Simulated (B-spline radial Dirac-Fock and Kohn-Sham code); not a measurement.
# Dipole and non-dipole photoemission parameters of K 3s

System: neutral potassium, configuration [Ar] 4s1; threshold 39.96 eV (orbital energy of the model). Calculated with a radial atomic solver, using Dirac-Hartree-Slater photoionisation with a Latter tail; cross sections with all multipoles, angular parameters from the dipole term and its interference with E2.

Input of the calculation (task.json; shells as n, l, electrons):

```json
{"items": [{
  "Z": 19,
  "q": 0,
  "cfg": [[1, 0, 2], [2, 0, 2], [2, 1, 6], [3, 0, 2], [3, 1, 6], [4, 0, 1]],
  "A": 39,
  "rrms": 3.4349,
  "do": "xps",
  "hv": [58.8, 60, 80, 88.7, 124.0, 150, 218.0, 228.0, 316.0, 335.0, 414.0, 448.0, 600, 699.0, 880.0, 1486.9, 1940.0, 2520.0, 2780.0, 2940.0, 2984.4, 3380.0, 3500.0, 3630.0, 4960.0, 4990.0, 6000, 11200.0, 12000, 12100.0],
  "edges": {"K": 3608.4, "L1": 378.6, "L2": 297.3, "L3": 294.6}
}]}
```

Run with: `python xray2_run.py task.json out`

For linearly polarised light dσ/dΩ = σ/(4π) [1 + β P₂(cos θ) + (δ + γ cos²θ) sin θ cos φ], with θ from the polarisation vector and φ the angle between the beam and the projection of the electron momentum on the plane normal to the polarisation.

```tsv
hν (eV)	σ (kb)	β	γ
58.8	441	1.999	0.041
60	444	1.999	0.052
80	401	2.000	0.167
88.7	371	2.000	0.181
124	269	2.000	0.170
150	214	2.000	0.142
218	126	2.000	0.064
228	118	2.000	0.055
316	70.8	2.000	-0.006
335	64.2	2.000	-0.014
414	44.8	2.000	-0.036
448	39.0	2.000	-0.041
600	23.1	2.000	-0.036
699	17.3	2.000	-0.019
880	11.2	2.000	0.024
1486.9	?	?	?
1940	2.20	2.000	0.355
2520	1.23	2.000	0.525
2780	0.983	2.000	0.596
2940	0.864	2.000	0.638
2984.4	0.834	2.000	0.650
3380	0.623	2.000	0.750
3500	0.573	2.000	0.779
3630	0.525	2.000	0.810
4960	0.245	2.000	1.098
4990	0.241	2.000	1.104
6000	0.152	2.000	1.296
11200	0.0291	1.999	2.069
12000	0.0241	1.999	2.168
12100	0.0235	1.999	2.180
```

Question: Give the values at Al Kα (taken as 1486.9 eV).

Answer: σ = 3.89 kb, β = 2.000, γ = 0.212. For an s subshell δ is negligible.
